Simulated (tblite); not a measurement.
Species: C6H10F2O.
Z-matrix (Å and degrees, GFN2-xTB geometry), rows numbered from 1:
```
C 
C   1  1.5254
C   2  1.5374  1  111.88
F   3  1.3835  2  108.59  1   -59.34
C   3  1.5373  2  112.27  1  -179.41
C   5  1.5252  3  111.95  2   179.46
C   3  1.5133  2  108.97  1    59.50
O   7  1.1815  3  127.12  2    61.38
F   7  1.3493  3  112.89  2  -118.53
H   1  1.0868  2  109.98  3   175.38
H   1  1.0876  2  110.35  3    55.61
H   1  1.0882  2  110.85  3   -64.77
H   2  1.0915  1  109.82  3  -119.76
H   2  1.0905  1  110.39  3   120.27
H   5  1.0915  3  107.79  2    58.61
H   5  1.0905  3  107.99  2   -58.81
H   6  1.0875  5  110.39  3   -55.78
H   6  1.0880  5  110.89  3    64.65
H   6  1.0866  5  109.94  3  -175.51
```

Calculated harmonic vibrations of the isolated species, GFN2-xTB (tblite), most abundant isotopes, no scaling. Against measured fundamentals such values can be off by several per cent, at times by over 20. One conformer, not necessarily the lowest.

Harmonic wavenumbers (cm⁻¹): 34.2, 83.1, 90.0, 152.2, 163.7, 190.9, 231.2, 233.1, 292.8, 335.6, 371.0, 485.7, 496.4, 553.8, 692.3, 732.0, 808.9, 813.0, 924.6, 985.0, 1001.4, 1049.2, 1059.0, 1079.3, 1103.5, 1118.2, 1164.4, 1193.3, 1232.7, 1281.3, 1310.7, 1332.9, 1416.7, 1418.7, 1453.9, 1463.0, 1495.3, 1495.9, 1497.3, 1497.7, 1850.7, 2989.5, 2993.0, 3000.5, 3006.2, 3035.9, 3037.4, 3046.5, 3048.0, 3050.2, 3051.7.

A = 1907, B = 1463, C = 1203 MHz; mass 136.070 u (most abundant isotopes); point group Cs, symmetry number 1.

What is the zero-point energy?

Half the sum of the wavenumbers: 33222 cm⁻¹ = 397.42 kJ/mol.

Give the ideal-gas entropy at 500 K and 1 bar in the rigid-rotor, harmonic-oscillator model (classical rotation).

Translation 180.88, rotation 127.57, vibration 218.16: S = 526.6 J/(mol K).

And Cp and H(500 K) − H(0)?

Cp = 237.15 J/(mol K), of which vibrations give 203.89 (their classical limit is 51 R = 424.0); H(500 K) − H(0) = 71.05 kJ/mol without the zero-point energy, 54.42 from vibrations.

How do the functions run with temperature in this model?

```json
{"T (K)": "150", "S (J/(mol K))": "334.2", "Cp (J/(mol K))": "106.1", "H − H(0) (kJ/mol)": "10.51", "G − H(0) (kJ/mol)": "-39.61", "ln q(vib)": "3.48"}
{"T (K)": "250", "S (J/(mol K))": "397.2", "Cp (J/(mol K))": "143.9", "H − H(0) (kJ/mol)": "23.01", "G − H(0) (kJ/mol)": "-76.29", "ln q(vib)": "6.38"}
{"T (K)": "298.15", "S (J/(mol K))": "424.2", "Cp (J/(mol K))": "162.8", "H − H(0) (kJ/mol)": "30.39", "G − H(0) (kJ/mol)": "-96.07", "ln q(vib)": "7.72"}
{"T (K)": "400", "S (J/(mol K))": "477.6", "Cp (J/(mol K))": "202.5", "H − H(0) (kJ/mol)": "49.02", "G − H(0) (kJ/mol)": "-142.02", "ln q(vib)": "10.50"}
{"T (K)": "600", "S (J/(mol K))": "572.5", "Cp (J/(mol K))": "266.3", "H − H(0) (kJ/mol)": "96.26", "G − H(0) (kJ/mol)": "-247.24", "ln q(vib)": "15.73"}
{"T (K)": "900", "S (J/(mol K))": "693.4", "Cp (J/(mol K))": "328.7", "H − H(0) (kJ/mol)": "186.30", "G − H(0) (kJ/mol)": "-437.71", "ln q(vib)": "23.04"}
```

q(vib) and H(0) count from the zero-point level.

Blend soft modes into free rotors: weight 1/[1 + (100 cm⁻¹/ν̃)⁴] for the oscillator and the rest for a rotor with moment μB/(μ + B), μ = h/(8π²ν), B = 10⁻⁴⁴ kg m². What vibrational entropy results?

201.58 J/(mol K) in place of 218.16, which changes −T·S at 500 K by +8.29 kJ/mol.

Which modes carry the vibrational entropy at 500 K?

34.2 cm⁻¹: 27.60; 83.1 cm⁻¹: 20.23; 90.0 cm⁻¹: 19.57; 152.2 cm⁻¹: 15.25; 163.7 cm⁻¹: 14.65; 190.9 cm⁻¹: 13.40 J/(mol K); the other 45 give 107.47 together.

Hindered rotation and anharmonicity are outside this model. Other conformers, if any are populated, would add a mixing term that is left out.

On one thread, Arm Neoverse V2 (aarch64), on a shared host, this took 0.51 s of wall time. This covers the Hessian and the dipole derivatives.
